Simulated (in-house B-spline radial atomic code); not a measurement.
**Solving the quasi-particle equation for 3d up of Ga IX (Ga8+)**

Configuration [Ar] 3d5, highest spin, start Hartree-Fock; correlation leaves out the 2 deepest shells. Computed with a B-spline radial code for spherical atoms: all electrons, scalar-relativistic (spin-free one-electron X2C), finite nucleus, each spin shell either full or empty, empty states to l = 9 with an (l + 1/2)⁻⁴ tail; G0W0 by contour deformation at full frequency.

At the mean-field level ε = -213.399 eV the matrix elements are Σx = -72.571 eV, v_xc = -72.571 eV and Σc(ε) = 1.047 eV, and the slope of the correlation self-energy is dΣc/dω = -0.0191. The quasi-particle energy solves E = ε + Σx − v_xc + Σc(E).

**Question.** What does the linearised equation give?

**Answer.** Z = 1/(1 − dΣc/dω) = 1/1.0191 = 0.9813. The first-order shift is Σx − v_xc + Σc(ε) = -72.571 − (-72.571) + (1.047) = 1.047 eV, so E ≈ ε + Z × shift = -213.399 + 0.9813 × (1.047) = -212.372 eV.

**Question.** How does that compare with the full solution and with static screening?

**Answer.** Solving the equation at full frequency dependence gives E = -212.372 eV, where Σc = 1.028 eV and the weight is 0.981; the linearised value is off by 0 meV. Leaving Z out would give -212.352 eV. Static COHSEX puts -2.527 eV in place of Σc and gives -215.926 eV, 3.55 eV deeper.
